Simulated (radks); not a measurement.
Species: Gd2+. Configuration: [Xe] 4f6.5 5d1 6p0.5 (fractional occupations, a model configuration).

Method: scalar-relativistic Kohn-Sham, PBE, spin-polarised, spherical densities, finite nucleus; open shells are filled with parallel spins first (spin-orbit coupling, left out, can overturn this in heavy ions); Fermi nuclear charge, rms radius 5.1569 fm; computed with a radial shooting solver on a logarithmic mesh with Libxc functionals.

Energy parts (eV):
part                      energy
total                 -306662.91
kinetic                329246.53
electron-nucleus      -746858.84
Hartree                117705.47
exchange-correlation    -6756.07

Orbitals (lengths in bohr, moments of r in powers of bohr):
| orbital | occ. | eigenvalue (eV) | <r> | <1/r> |
|---|---|---|---|---|
| 1s up | 1 | -50113.77 | 0.02191 | 71.64 |
| 1s down | 1 | -50113.77 | 0.02191 | 71.64 |
| 2s up | 1 | -8290.545 | 0.09329 | 16.62 |
| 2s down | 1 | -8290.457 | 0.09329 | 16.62 |
| 2p up | 3 | -7380.379 | 0.08237 | 15.52 |
| 2p down | 3 | -7380.313 | 0.08237 | 15.52 |
| 3s up | 1 | -1854.220 | 0.2445 | 6.096 |
| 3s down | 1 | -1851.673 | 0.2443 | 6.102 |
| 3p up | 3 | -1572.184 | 0.2431 | 5.731 |
| 3p down | 3 | -1569.647 | 0.2428 | 5.737 |
| 3d up | 5 | -1199.407 | 0.2213 | 5.437 |
| 3d down | 5 | -1197.446 | 0.2210 | 5.443 |
| 4s up | 1 | -391.2342 | 0.5525 | 2.572 |
| 4s down | 1 | -385.3030 | 0.5525 | 2.571 |
| 4p up | 3 | -298.1575 | 0.5845 | 2.366 |
| 4p down | 3 | -292.2767 | 0.5847 | 2.364 |
| 4d up | 5 | -169.3259 | 0.6342 | 2.088 |
| 4d down | 5 | -163.5068 | 0.6352 | 2.084 |
| 4f up | 6.5 | -29.6053 | 0.8247 | 1.564 |
| 4f down | 0 | -24.2695 | 0.8548 | 1.532 |
| 5s up | 1 | -68.5542 | 1.312 | 1.013 |
| 5s down | 1 | -65.2140 | 1.329 | 0.9962 |
| 5p up | 3 | -45.3222 | 1.517 | 0.8628 |
| 5p down | 3 | -42.6085 | 1.541 | 0.8457 |
| 5d up | 1 | -17.9970 | 2.219 | 0.5801 |
| 5d down | 0 | -16.2292 | 2.272 | 0.5635 |
| 6p up | 0.5 | -12.1219 | 3.985 | 0.3169 |

The highest occupied level is 6p up at -12.122 eV. The configuration is held as typed, so some empty levels lie below it. The density falls to 0.001 e/bohr^3 at r = 4.14 bohr. The spin density at the nucleus is -1.14 e/bohr^3 (1s -0.03, 2s -1.08, 3s -16.06, 4s 2.73, 5s 13.29). The electron density at the nucleus is 6.582e+05 e/bohr^3 (large components only).
